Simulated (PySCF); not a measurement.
**CH6O2Si**

CH6O2Si is a small molecule, neutral, singlet. The structure, one conformer, was relaxed in the gas phase by PBE0-D3(BJ)/def2-SVP. No frequency run checks that it is a minimum.

SMILES: C[SiH](O)O

Coordinates in Å:
```
Si1    -0.333   -0.321   -0.114
C2      0.756    0.725    0.955
O3     -1.405    0.719   -0.850
O4      0.652   -1.107   -1.203
H5     -1.110   -1.354    0.646
H6      0.158    1.302    1.676
H7      1.320    1.435    0.331
H8      1.477    0.106    1.510
H9     -2.132    0.336   -1.346
H10     0.301   -1.890   -1.634
```

Shieldings: GIAO PBE0/pcSseg-2. Shifts are against computed references at the same level: C TMS (σ 184.1 ppm), H TMS (σ 31.24 ppm), Si TMS (σ 341.3 ppm). Core levels by delta-SCF with SCAN, pcX-2 on the ionised atom and pcseg-1 elsewhere, spin-free X2C (2p3/2 is the spin-free 2p value less a third of a first-order spin-orbit splitting); from the vacuum level, for chosen atoms.

(1) Give the NMR and core-level values of the distinct atoms.

(2) By CAM-B3LYP/def2-SVPD (TDDFT singlets, Tamm-Dancoff triplets, ionisation by delta-SCF), where does absorption start, and what does vertical ionisation take?

Results:

(1) 
| atoms | bonded to | σ (ppm) | δ (ppm) | core level (eV) |
| --- | --- | --- | --- | --- |
| Si1 | 1 C + 2 O + 1 H | 353.5 | -12.2 | 2p3/2 107.52 |
| C2 | 1 Si + 3 H | 186.9 | -2.8 | 1s 290.27 |
| O3 | 1 Si + 1 H | 255.5 | - | 1s 538.50 |
| O4 | 1 Si + 1 H | 255.9 | - | 1s 538.52 |
| H5 | 1 Si | 25.95 | 5.29 | - |
| H6 H7 H8 | 1 C | 31.03 | 0.21 | - |
| H9 | 1 O | 29.63 | 1.62 | - |
| H10 | 1 O | 29.51 | 1.74 | - |

Values are those of this one static structure, with the three H of a rotating XH3 group averaged; atoms that internal rotation interchanges would show their mean in an NMR spectrum.

(2) The lowest singlet lies at 7.61 eV (f 0.019), the strongest of the first 6 at 8.75 eV (f 0.079), the lowest triplet at 7.27 eV; vertical ionisation takes 11.13 eV.
